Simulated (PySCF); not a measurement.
A calculated (LDA, PySCF 2.14, aug-cc-pV(Q+d)Z with one added diffuse shell each of s, p, d, f, g type, no relativity, point nucleus) atom or ion has these occupied shells.

| shell | electrons | orbital energy (eV) | rms radius, mean of both spins (bohr) |
| --- | --- | --- | --- |
| 1s | 2 | -1796.8 | 0.130 |
| 2s | 2 | -159.74 | 0.624 |
| 2p | 6 | -117.42 | 0.604 |
| 3s | 2 | -28.612 | 2.09 |

Question: Name the element and its charge.

Answer: Si²⁺ (silicon, charge +2), in [Ne] 3s2, closed-shell 1S.
